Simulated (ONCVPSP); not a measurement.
**Potentials for Zr (Z = 40) compared**

Generated with ld1.x 7.5 (TM, RRKJ, ultrasoft, PAW), atompaw 4.2 or ONCVPSP 4.0.1. The cutoff is in Ry: for ld1.x and atompaw files where the sum of valence levels is converged to 10 mRy in a Bessel basis, for ONCV files where the hardest occupied wave has 1 mHa per electron of residual kinetic energy. The error is the largest all-electron minus pseudo excitation energy over each file’s own four to seven test configurations (ionisations up to +4, promotions, holes and added fractions of an electron), all of which were solved. The labels leave out finer settings (local radius, basis sizes, second energies), which also bear on the numbers. Spin-polarised tests are not counted. The rows are a selection from randomly drawn settings: files with unsolved tests, undetermined cutoffs or missed reference levels are left out.

A true bound ghost makes a file unfit for plane-wave use even where its test errors are small: the radial tests pick states by their node count and pass the ghost by.

| potential | cutoff (Ry) | largest error (meV) | bound ghosts |
| --- | --- | --- | --- |
| ONCV, PBE, fully relativistic, rc 1.90/1.45/1.45 (spd), local d, core correction yes, reference 4s2 4p6 4d2 5s1, qcut 8.3/5.9/5.9, projectors 2/2/0 | 40 | -5.0 | s |
| ONCV, PW91, scalar-relativistic, rc 1.85/1.30/2.10 (spd), local smoothed, core correction yes, reference 4s2 4p6 4d2 5s2, qcut 6.2/6.9/5, projectors 2/2/1 | 49 | -5.3 | none |
| ONCV, PBE, scalar-relativistic, rc 2.25/1.35/1.65 (spd), local smoothed, core correction yes, reference 4s2 4p6 4d2 5s1, qcut 5.4/6.2/5.7, projectors 2/2/3 | 39 | -18 | none |
| ONCV, PBE, scalar-relativistic, rc 2.40/2.00/2.25 (spd), local smoothed, core correction yes, reference 4s2 4p6 4d2 5s1.75 5p0.25, qcut 5.3/6.1/7.1, projectors 2/2/2 | 28 | -14 | none |
| ONCV, PBE, scalar-relativistic, rc 1.95/1.85/2.75 (spd), local smoothed, core correction yes, reference 4s2 4p6 4d2 5s2, qcut 5.2/8.8/4.7, projectors 2/2/2 | 47 | +35 | none |
| ONCV, PBE, scalar-relativistic, rc 3.50/2.20/2.20 (spd), local d, core correction no, reference 4p6 4d3 5s1, qcut 1.8/5.6/6.9, projectors 3/2/0 | 28 | -150 | none |

Q: Fill in the row for Zr: ONCV, PBE, fully relativistic, rc 1.80/1.45/2.15 (spd), local smoothed, core correction yes, reference 4s2 4p6 4d1, qcut 7.4/6/5.7, projectors 2/1/1.

A: cutoff 36 Ry, largest error +76 meV, bound ghosts: none.

Q: Fill in the row for Zr: ONCV, PBEsol, scalar-relativistic, rc 2.30/2.05/2.40 (spd), local smoothed, core correction yes, reference 4s2 4p6 4d2 5s2, qcut 6.4/7.9/6.9, projectors 2/2/1.

A: cutoff 34 Ry, largest error -9.8 meV, bound ghosts: none.
